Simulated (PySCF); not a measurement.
C₃H₇FOSi.
Z-matrix (Å and degrees, PBE0-D3(BJ)/def2-SVP geometry), rows numbered from 1:
```
F 
C   1  1.3786
C   2  1.4873  1  110.61
C   3  1.3363  2  124.22  1   125.24
O   4  1.3511  3  122.96  2     1.79
Si  5  1.6801  4  126.13  3  -161.23
H   2  1.1013  1  109.04  3   121.62
H   2  1.1053  1  107.50  3  -121.12
H   3  1.0930  2  117.84  1   -54.68
H   4  1.0990  3  121.01  2   179.99
H   6  1.4944  5  109.03  4   -41.70
H   6  1.4850  5  106.00  4  -161.49
H   6  1.4918  5  110.61  4    78.59
```

The closed-shell ground state was solved at several levels (PySCF, density fitting, gas phase, non-relativistic).

```json
{"level": "wB97X-D/pcSseg-2", "basis functions": "321", "HOMO (eV)": "-8.88", "LUMO (eV)": "1.45", "gap (eV)": "10.33", "dipole (D)": "2.76"}
{"level": "CAM-B3LYP/def2-SVPD", "basis functions": "186", "HOMO (eV)": "-8.42", "LUMO (eV)": "0.73", "gap (eV)": "9.15", "dipole (D)": "2.84"}
```

What might PBE0/pcSseg-1 (144 basis functions) give for the same quantities?

HOMO -7.02 eV, LUMO 0.01 eV, gap 7.03 eV, dipole 2.84 D.

Over all these levels, which gives the widest orbital gap and which the narrowest?

wB97X-D/pcSseg-2 (range-separated hybrid) has the widest, 10.33 eV, and PBE0/pcSseg-1 (global hybrid, 25 % exact exchange) the narrowest, 7.03 eV. Functional and basis both differ between the two, so the spread mixes both effects.

How far do the dipole and the HOMO energy spread over the levels?

The dipole runs from 2.76 to 2.84 D (mean 2.81 D) and the HOMO from -8.88 to -7.02 eV.

One conformer stands for the species.
